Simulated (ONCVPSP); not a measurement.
chlorine, ONCV: configuration errors across variants

ONCVPSP 4.0.1 input, shortened (lines: element, Z, core and valence counts, functional; n l f; lmax; l rc ep ncon nbas qcut; lloc lpopt rc5 dvloc0; l nproj debl; icmod fcfact rcfact), PBE, non-relativistic:

```
  Cl 17.00    1    4        4      upf
    1    0    2.00
    2    0    2.00
    2    1    6.00
    3    0    1.50
    3    1    5.50
    1
    0    0.80    0.00    3    8   16.70
    1    0.65    0.00    3    7   20.50
    4    1    0.60    1.00
    0    3    0.30
    1    2    1.20
    2    0.50    1.00
```

In the s channel the program set the typed energies aside and used -9.248, -0.766, 0.250 Ha.

All-electron excitation energies from the reference (eV): (1) 2s2 2p6 3s2 3p5 -5.973; (2) 2s2 2p6 3s2 3p4 7.917; (3) 2s2 2p6 3s2 3p3 33.376; (4) 2s2 2p6 3s1 3p5 20.435.

Errors AE − PS in meV (a dash: test not solved or not reliable):

| change | (1) | (2) | (3) | (4) | bound ghosts | GHOST(+) flags above zero |
| --- | --- | --- | --- | --- | --- | --- |
| base | 0.0 | +0.9 | +4.2 | -0.5 | none | none |
| p: qcut 12.1 | +0.1 | +2.4 | +8.8 | -0.2 | none | none |
| p: qcut 15.2 | -0.2 | +1.1 | +5.4 | -0.6 | none | none |
| p: qcut 17.5 | -0.1 | +0.9 | +4.7 | -0.6 | none | none |
| p: qcut 19.2 | -0.1 | +0.9 | +4.4 | -0.5 | none | none |
| p: qcut 23.3 | 0.0 | +0.9 | +3.9 | -0.4 | none | none |
| p: qcut 25.7 | 0.0 | +0.9 | +3.7 | -0.4 | none | none |
| p: qcut 28 | 0.0 | +0.9 | +3.6 | -0.4 | none | none |
| p: qcut 30.5 | +0.1 | +0.9 | +3.5 | -0.3 | none | none |

Task: Give the same row for: p: qcut 21.7.

Result: 0.0, +0.9, +4.1, -0.5; bound ghosts: none; GHOST(+) flags above zero: none.
